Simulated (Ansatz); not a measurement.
A reaction path, image by image

SiHCl₂F, singlet, from a complex of SiCl₂ + HF to SiHCl₂F ([F][SiH]([Cl])[Cl]); PBE0-D4/def2-SVP (Ansatz 0.2.0). Settings:

```yaml
hamiltonian: {xc: pbe0, dispersion: d4}
neb:
  images: 5
  climbing: true
  max_iterations: 40
  initial_path: idpp
```

First end:

```
atom    x (Å)    y (Å)    z (Å)
 Si1   0.3820  -1.0058   0.4744
 Cl2   1.5617  -0.9164  -1.2390
 Cl3  -1.4405  -1.6247  -0.3198
  H4  -0.1886   2.0164   0.9300
  F5  -0.3146   1.5305   0.1544
```

Second end:

Si1  (-0.002, 0.094, 0.066)
Cl2  (1.678, -0.618, -0.811)
Cl3  (-1.419, -1.349, 0.140)
H4  (0.296, 0.586, 1.416)
F5  (-0.553, 1.288, -0.812)
(Å)

The ends were relaxed with PBE0-D4 in triple zeta, so they are not quite minima here (largest force components 0.27 and 0.81 eV/Å).

Energies along the converged band: It took 8 iterations. Path lengths are measured after rigid turns and shifts between images are taken out.
| image | path length (Å) | energy (kcal/mol) |
| --- | --- | --- |
| 0 | 0.00 | 0.00 |
| 1 | 0.42 | 0.00 |
| 2 | 0.83 | 4.31 |
| 3 (climbing) | 1.25 | 17.61 |
| 4 | 1.69 | -14.48 |
| 5 | 2.13 | -51.66 |
| 6 | 2.57 | -61.41 |
Energies count from the first end.

The images between the ends:
Image 1:
```xyz
5
angstrom
Si 0.3341 -0.7996 0.4749
Cl 1.5651 -0.8245 -1.2199
Cl -1.4701 -1.5404 -0.2896
H -0.1095 1.7036 0.9530
F -0.3196 1.4609 0.0816
```

Image 2:
```xyz
5
angstrom
Si 0.2774 -0.6041 0.4397
Cl 1.5892 -0.7688 -1.1675
Cl -1.4824 -1.4937 -0.2255
H -0.0411 1.3748 0.9242
F -0.3431 1.4918 0.0291
```

Image 3:
```xyz
5
angstrom
Si 0.1900 -0.3487 0.3509
Cl 1.6061 -0.7515 -1.0923
Cl -1.4617 -1.4758 -0.1509
H 0.0321 1.1552 0.9936
F -0.3665 1.4208 -0.1013
```

Image 4:
```xyz
5
angstrom
Si 0.1068 -0.1392 0.2407
Cl 1.6214 -0.7638 -1.0011
Cl -1.4191 -1.4819 -0.0676
H 0.1173 1.0300 1.1746
F -0.4264 1.3549 -0.3466
```

Image 5:
```xyz
5
angstrom
Si 0.0393 0.0126 0.1378
Cl 1.6390 -0.7429 -0.8918
Cl -1.3823 -1.4565 0.0360
H 0.2061 0.8568 1.3303
F -0.5022 1.3300 -0.6124
```

The band counts as converged below 0.05 eV/Å. The run took about 76 s on 2 CPU threads of an Arm Neoverse V1 (shared host).
